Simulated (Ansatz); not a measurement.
Relaxation of C$_{2}$H$_{7}$FOSi (12 atoms, charge 0, multiplicity 1), to a largest force component of 0.02 eV/Å in at most 40 steps.

Theory: Ansatz 0.2.0, RKS revPBE-D4/STO-3G.

```xyz
12
Properties=species:S:1:pos:R:3:forces:R:3
Si 0.000 0.000 0.000 0.62 1.46 -0.01
O 0.000 0.000 1.680 1.52 0.17 1.27
H -0.909 -0.281 2.017 -0.97 -0.22 -0.07
C 1.763 0.000 -0.623 0.20 0.02 0.22
H 2.111 -1.046 -0.751 0.18 0.31 -0.03
H 1.812 0.528 -1.598 0.20 -0.17 0.23
H 2.415 0.519 0.111 0.07 -0.16 -0.31
C -0.881 1.526 -0.623 -0.22 0.24 -0.27
H -1.933 1.272 -0.867 0.14 0.36 -0.03
H -0.862 2.311 0.162 -0.12 -0.03 -0.33
H -0.370 1.903 -1.534 -0.33 0.12 0.19
F -0.749 -1.297 -0.529 -1.29 -2.11 -0.87
```

**Question.** Where does it end, and by what steps?

**Answer.** The run converged. Limits of this set-up: minimal basis. After 13 steps the energy has fallen by 0.272 eV; H9 moved furthest, 0.65 Å.

```json
{"step": "0", "energy less start (eV)": "0.0000", "largest force component (eV/Å)": "2.105", "accepted": "yes"}
{"step": "1", "energy less start (eV)": "-0.1853", "largest force component (eV/Å)": "1.071", "accepted": "yes"}
{"step": "2", "energy less start (eV)": "-0.2413", "largest force component (eV/Å)": "0.395", "accepted": "yes"}
{"step": "3", "energy less start (eV)": "-0.2458", "largest force component (eV/Å)": "0.727", "accepted": "yes"}
{"step": "4", "energy less start (eV)": "-0.2574", "largest force component (eV/Å)": "0.226", "accepted": "yes"}
{"step": "5", "energy less start (eV)": "-0.2625", "largest force component (eV/Å)": "0.110", "accepted": "yes"}
{"step": "6", "energy less start (eV)": "-0.2645", "largest force component (eV/Å)": "0.222", "accepted": "yes"}
{"step": "7", "energy less start (eV)": "-0.2679", "largest force component (eV/Å)": "0.122", "accepted": "yes"}
{"step": "8", "energy less start (eV)": "-0.2694", "largest force component (eV/Å)": "0.091", "accepted": "yes"}
{"step": "9", "energy less start (eV)": "-0.2708", "largest force component (eV/Å)": "0.107", "accepted": "yes"}
{"step": "10", "energy less start (eV)": "-0.2715", "largest force component (eV/Å)": "0.068", "accepted": "yes"}
{"step": "11", "energy less start (eV)": "-0.2720", "largest force component (eV/Å)": "0.031", "accepted": "yes"}
{"step": "12", "energy less start (eV)": "-0.2722", "largest force component (eV/Å)": "0.027", "accepted": "yes"}
{"step": "13", "energy less start (eV)": "-0.2723", "largest force component (eV/Å)": "0.013", "accepted": "yes"}
```

```xyz
12
Properties=species:S:1:pos:R:3
Si -0.014 -0.051 -0.092
O -0.037 -0.354 1.612
H -1.041 -0.263 1.852
C 1.814 0.019 -0.556
H 2.342 -0.907 -0.265
H 1.949 0.158 -1.644
H 2.312 0.863 -0.046
C -0.903 1.560 -0.560
H -1.971 1.544 -0.278
H -0.436 2.425 -0.056
H -0.849 1.740 -1.649
F -0.771 -1.302 -0.871
```

The run took 29 s on 1 thread of Intel(R) Xeon(R) Platinum 8488C (Sapphire Rapids), on a shared host, peak memory 0.17 GiB.
